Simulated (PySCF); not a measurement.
Mg(F)(iPr) (C3H7FMg), SMILES C[CH](C)[Mg][F]. Atoms are numbered in the order given.

```xyz
12

Mg    -1.0812     0.1049     0.0000
F     -2.8479    -0.1395     0.0000
C      1.0213     0.3987     0.0000
C      1.6767    -0.1648     1.2700
C      1.6767    -0.1648    -1.2700
H      1.1609     1.5048     0.0000
H      2.7784     0.0179     1.2766
H      1.5474    -1.2659     1.3575
H      1.2726     0.2861     2.2010
H      1.2726     0.2861    -2.2010
H      2.7784     0.0179    -1.2766
H      1.5474    -1.2659    -1.3575
```

Geometry: PBE-D3(BJ)/def2-SVP. The structure was generated by enumeration; whether it is a known compound was not checked. One conformer was computed; it need not be the lowest.

The numbers are results of M06-2X/def2-TZVP in PySCF, not measurements.

Atomic charges (e):

| atom | IAO | Mulliken |
|---|---|---|
| Mg1 | 1.48 | 0.88 |
| F2 | -0.90 | -0.59 |
| C3 | (withheld) | -0.45 |
| C4 | (withheld) | -0.42 |
| C5 | (withheld) | -0.42 |
| H6 | 0.11 | 0.16 |
| H7 | (withheld) | 0.14 |
| H8 | (withheld) | 0.14 |
| H9 | (withheld) | 0.14 |
| H10 | (withheld) | 0.14 |
| H11 | (withheld) | 0.14 |
| H12 | (withheld) | 0.14 |

**Question.** Complete the blanks. (The exact figures need the calculation; the answer reports its results.)

**Answer.** 
- C3, IAO: -0.62
- C4, IAO: -0.40
- C5, IAO: -0.40
- H7, IAO: 0.12
- H8, IAO: 0.12
- H9, IAO: 0.13
- H10, IAO: 0.13
- H11, IAO: 0.12
- H12, IAO: 0.12
